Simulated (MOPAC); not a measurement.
A run for MOPAC: PM6 on IrS, 2S+1 = 6, a spin state set in the input, which need not be the lowest, a point of a bond scan (R = 2.296 Å).

```
PM6 1SCF PRECISE CHARGE=0 UHF MS=2.5 THREADS=1
IrS

Ir     0.00000000 1     0.00000000 1     0.00000000 1
S      0.00000000 1     0.00000000 1     2.29618800 1
```

Output:

```
*******************************************************************************
 **                                                                           **
 **                              MOPAC v23.2.5                                **
 **                                                                           **
 *******************************************************************************
 ** MOPAC's Digital Object Identifier: https://doi.org/10.5281/zenodo.6511958 **
 **                                                                           **
 ** Please cite the open-source release paper for use of this MOPAC version:  **
 ** J. E. Moussa and J. J. P. Stewart (2026)                                  **
 ** MOPAC: An open-source semiempirical molecular orbital program             **
 ** J. Open Source Softw., 11(119), 8025, https://doi.org/10.21105/joss.08025 **
 *******************************************************************************

                              PM6 CALCULATION RESULTS

 *******************************************************************************
 *  PM6        - The PM6 Hamiltonian to be used
 *  UHF        - UNRESTRICTED HARTREE-FOCK CALCULATION
 *
 *
 *
 *                 CHARGE ON SYSTEM = 0
 *
 *
 *
 *  MS=        - IN MECI, MAGNETIC COMPONENT OF SPIN =  2.5
 *  PRECISE    - TIGHTER CRITERIA TO BE USED
 *  1SCF       - DO 1 SCF AND THEN STOP
 *  THREADS=1  - MULTI-THREADING NOT USED
 *  T=         - A TIME OF 172800.0 SECONDS REQUESTED
 *  DUMP=N     - RESTART FILE WRITTEN EVERY 7200.0 SECONDS REQUESTED
 *******************************************************************************
PM6 1SCF PRECISE CHARGE=0 UHF MS=2.5 THREADS=1
 IrS

   ATOM   CHEMICAL          X               Y               Z
  NUMBER   SYMBOL      (ANGSTROMS)     (ANGSTROMS)     (ANGSTROMS)

     1      Ir          0.00000000  *   0.00000000  *   0.00000000  *
     2       S          0.00000000  *   0.00000000  *   2.29618800  *



          CARTESIAN COORDINATES

    NO.       ATOM           X           Y           Z

     1        Ir          0.0000      0.0000      0.0000
     2         S          0.0000      0.0000      2.2962

 General Reference for PM6:
 "Optimization of Parameters for Semiempirical Methods V: Modification of NDDO Approximations
 and Application to 70 Elements", J. J. P. Stewart, J. Mol. Mod., 13, 1173-1213 (2007)
 URL: https://link.springer.com/article/10.1007/s00894-007-0233-4

           Empirical Formula: Ir S  =     2 atoms



      MOLECULAR POINT GROUP   :   C*v


          UHF CALCULATION, NO. OF ALPHA ELECTRONS =   10
                           NO. OF BETA  ELECTRONS =    5

 -------------------------------------------------------------------------------
 PM6 1SCF PRECISE CHARGE=0 UHF MS=2.5 THREADS=1
 IrS



     1SCF WAS SPECIFIED, SO BFGS WAS NOT USED
     SCF FIELD WAS ACHIEVED


                              PM6 CALCULATION
                                                       MOPAC v23.2.5 Linux




          FINAL HEAT OF FORMATION =        147.95362 KCAL/MOL =     619.03794 KJ/MOL


          COSMO AREA              =        105.11 SQUARE ANGSTROMS
          COSMO VOLUME            =         95.47 CUBIC ANGSTROMS

          IONIZATION POTENTIAL    =          8.700740 EV
          ALPHA SOMO LUMO (EV)    =         -9.184 -4.081
          BETA  SOMO LUMO (EV)    =         -8.701 -5.776
          NO. OF ALPHA ELECTRONS  =         10
          NO. OF BETA  ELECTRONS  =          5
          MOLECULAR WEIGHT        =        224.2800         POINT GROUP:  C*v

          MOLECULAR DIMENSIONS (Angstroms)

            Atom       Atom       Distance
            S     2   Ir     1     2.29619
            S     2   Ir     1     0.00000
           Ir     1    S     2     0.00000


          SCF CALCULATIONS        =          1





   ATOM   CHEMICAL          X               Y               Z
  NUMBER   SYMBOL      (ANGSTROMS)     (ANGSTROMS)     (ANGSTROMS)

     1      Ir          0.00000000  *   0.00000000  *   0.00000000  *
     2       S          0.00000000  *   0.00000000  *   2.29618800  *

                             CARTESIAN COORDINATES

   1   Ir        0.000000000     0.000000000     0.000000000
   2    S        0.000000000     0.000000000     2.296188000


           Empirical Formula: Ir S  =     2 atoms



      MOLECULAR POINT GROUP   :   C*v


          ALPHA EIGENVALUES
 -31.54144 -12.30871 -12.17987 -12.17987  -9.73692  -9.72382  -9.54896  -9.32489
  -9.32489  -9.18396  -4.08080  -0.65199  -0.42958  -0.42958  -0.39113  -0.39080
   0.54002   0.54002


           BETA EIGENVALUES
 -25.38580 -11.24949  -9.85891  -9.85891  -8.70074  -5.77568  -5.42424  -4.46712
  -4.46712  -3.06314  -0.95753  -0.80463  -0.80463  -0.33438  -0.32675   1.30267
   1.30267   2.72003


              NET ATOMIC CHARGES AND DIPOLE CONTRIBUTIONS

  ATOM NO.   TYPE          CHARGE      No. of ELECS.   s-Pop       p-Pop       d-Pop
    1         Ir           0.129470        8.8705     0.82658     0.83212     7.21184
    2          S          -0.129470        6.1295     1.93899     4.06499     0.12549
 DIPOLE           X         Y         Z       TOTAL
 POINT-CHG.     0.000     0.000    -1.428     1.428
 HYBRID         0.000    -0.000     1.962     1.962
 SUM            0.000    -0.000     0.534     0.534


          ATOMIC ORBITAL ELECTRON POPULATIONS

     Atom    s        px        py        pz      x^2-y^2     xz        z^2       yz        xy
    1 Ir   0.82658   0.00046   0.00046   0.83121   1.99959   1.58801   1.03632   1.58801   0.99990
    2  S   1.93899   1.37837   1.37837   1.30825   0.00041   0.03316   0.05866   0.03316   0.00010


                    (SZ)    =    2.500000
                    (S**2)  =    8.768438


          ATOMIC ORBITAL SPIN POPULATIONS

    Atom   Total    s     px     py     pz   x^2-y^2  xz     z^2    yz     xy
         Atomic
    1 Ir  3.7238  0.614  0.000  0.000  0.828  0.000  0.403  0.476  0.403  1.000
    2  S  1.2762  0.037  0.615  0.615  0.062 -0.000 -0.018 -0.016 -0.018  0.000

 **********************
 *                    *
 * JOB ENDED NORMALLY *
 *                    *
 **********************




 == MOPAC DONE ==
```

The run finished.

Cost: very roughly 0.04 core-seconds.
